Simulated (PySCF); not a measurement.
# Reading the logs of faulty runs: CGe2H8Si

These are calculations, not measurements. The program is PySCF 2.14.0, an open-source quantum chemistry code, run on an isolated molecule that a program drew, which may never have been made. The molecule is CGe2H8Si (charge 0, singlet), drawn as the SMILES string `[CH2]=[GeH][SiH2][GeH3]`.

Each row is a Hartree-Fock (HF) and frozen-core CCSD(T) single point in the cc-pV(D+d)Z basis, meant for a local HF minimum. Run 1 is clean. Each other run has one planted mistake out of seven kinds, and not every kind appears here: one electron removed, one electron added, multiplicity raised by two, geometry at a saddle point, minimal basis STO-3G, one bond length entered in bohr, all coordinates scaled. The reference is restricted for singlets and unrestricted otherwise, and also for a bond in bohr. Adding or removing an electron swaps singlet and doublet. Electrons count all cores. HOMO and LUMO are orbital energies over both spins, the gradient is its largest component, and the lowest frequency (negative if imaginary) is given only where the gradient is small. Bond lengths are over the 11 bonds as drawn. T1 is the CCSD diagnostic: over 0.02 (restricted) or 0.045 (unrestricted) a single reference is doubtful. Germanium has the cc-pVDZ-PP basis, with a core potential (ECP10MDF) in place of its 10 inner electrons, and its 3s, 3p and 3d shells are frozen in CCSD(T).

Geometry of the clean run:
```xyz
12
CGe2H8Si, angstrom
C    -0.6195    3.4609    2.2072
Ge   -1.7278    2.5765    1.1526
Si   -1.0451    0.7329   -0.2026
Ge   -2.1016   -1.3223    0.4778
H    -0.9480    4.2876    2.8258
H     0.4335    3.2116    2.2563
H    -3.2032    2.9653    1.1273
H     0.4267    0.6120   -0.0858
H    -1.3970    1.0143   -1.6150
H    -1.6778   -2.4712   -0.4444
H    -1.7064   -1.6699    1.9165
H    -3.6262   -1.1767    0.4100
```

| run | electrons | basis functions | <S^2> | HOMO (eV) | LUMO (eV) | gradient (hartree/bohr) | lowest frequency (cm^-1) | mean bond (Å) | longest bond (Å) | T1 | HF (hartree) | CCSD(T) (hartree) | mistake |
|---|---|---|---|---|---|---|---|---|---|---|---|---|---|
| 1 | 92 | 123 | 0.000 | -8.17 | 1.77 | 6.5e-06 | 36 | 1.6199 | 2.409 | 0.0137 | -918.15525 | -918.67950 | no fault |
| 2 | 92 | 123 | 2.028 | -6.17 | 0.54 | 7.4e-02 | - | 1.6199 | 2.409 | 0.0129 | -918.10563 | -918.58735 | multiplicity raised by two |
| 3 | 92 | 123 | 1.288 | -7.88 | 1.74 | 3.1e-02 | - | 1.7075 | 2.409 | 0.0670 | -918.03456 | -918.53870 | ? |
| 4 | 91 | 123 | 0.757 | -14.86 | -5.98 | 4.3e-02 | - | 1.6199 | 2.409 | 0.0166 | -917.90923 | -918.38121 | ? |

**Which mistake was planted in run 3, and what did it cost?**

The mean bond changes by a factor of 1.054 and the longest by 1.000, so the molecule wasn't scaled as a whole. A length L in bohr read as angstrom grows by (1/0.5292 - 1) L = 0.890 L. The 11 bonds together grew by 11 x 0.0876 = 0.964 Å, which gives L = 1.083 Å. That is the length of one of the C-H bonds, 1.083 Å in the clean geometry. So the mistake is: one bond length entered in bohr. Subtracting run 1 and multiplying by 627.51 kcal/mol a hartree, the energy moved by 75.7 kcal/mol in HF and 88.4 kcal/mol in CCSD(T).

**Which mistake was planted in run 4, and what did it cost?**

It counts 91 electrons, one fewer than the clean run, at the same geometry and basis. So the mistake is: one electron removed. Subtracting run 1 and multiplying by 627.51 kcal/mol a hartree, the energy moved by 154.4 kcal/mol in HF and 187.2 kcal/mol in CCSD(T).

Cautions from the logs. Run 3: T1 is over the limit, so its CCSD(T) energy is less reliable.
